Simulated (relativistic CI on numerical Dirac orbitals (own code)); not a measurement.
Computed by Dirac-Coulomb-Breit CI, KLI orbitals optimised for each configuration, model QED (radiative potential, 1s self-energy scaled to tabulated hydrogen-like ionisation energies), unscaled Slater integrals (own radial code, finite nucleus).

The strongest absorption lines from the ground level of an ion, among the configurations computed and to levels below about 193 eV (vacuum wavelength in nm, gf): 13.306 (0.13), 13.745 (0.2), 13.753 (0.18), 13.969 (0.62), 14.035 (1.4), 14.210 (2.1), 24.550 (0.11), 26.135 (0.16).

(1) Which ion is it?
A. Cu14+
B. Ga16+
C. Ga14+
D. Co12+

## Answers

(1) B. Ga16+ has 15 electrons and the ground level 3s2 3p3 4S°_3/2; the strongest line goes to 3s2 3p2 3d 4P_5/2. The pattern of lines fixes the number of electrons, and along that sequence the line energies rise steadily with the charge (about as its square where n changes within one kind of shell, about linearly where n is kept but much faster in heavy ions where fine structure, which grows about as Z⁴, sets the gap, and irregularly where shells cross), which fixes Z. Configurations outside the model, such as inner-shell arrays, can give stronger lines. At this charge energies of transitions that change n are usually good to better than 1 %, and those within a shell (Δn = 0) to a few per cent.

LS names give the leading component of a level, which can be under half, so a name can repeat, a term be missing and a line seem to break the LS rules.
